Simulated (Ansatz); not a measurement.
HClSSi, SMILES `S[Si]Cl` (lower singlet; H–S–Si–Cl torsion 0°) (charge 0, multiplicity 1). This singlet lies 2.00 eV below the relaxed triplet at the level frozen-core CCSD(T)/cc-pVTZ // PBE0-D3(BJ)/def2-TZVP (Ansatz, a program for electronic structure).

Cartesian coordinates (Å):
```xyz
4

S     -1.3092     0.5160     0.0129
Si     0.7575     1.0862     0.0070
Cl     1.6933    -0.7839    -0.0180
H     -1.1416    -0.8182    -0.0019
```
Charge 0, multiplicity 1.

Frozen-core energies in cc-pVDZ from Ansatz at a geometry from PBE0-D3(BJ)/def2-TZVP; the HF reference has <S^2> = 0.00 and the T1 diagnostic is 0.015.

```tsv
level	energy (Ha)	difference from CCSDT(Q) (mHa)
HF	-1146.59936	398.24
MP2	-1146.94523	52.37
CCSD	-1146.98383	13.76
CCSD(T)	-1146.99545	2.15
CCSDT	-1146.99656	1.03
CCSDT(Q)	-1146.99760	0.00
```
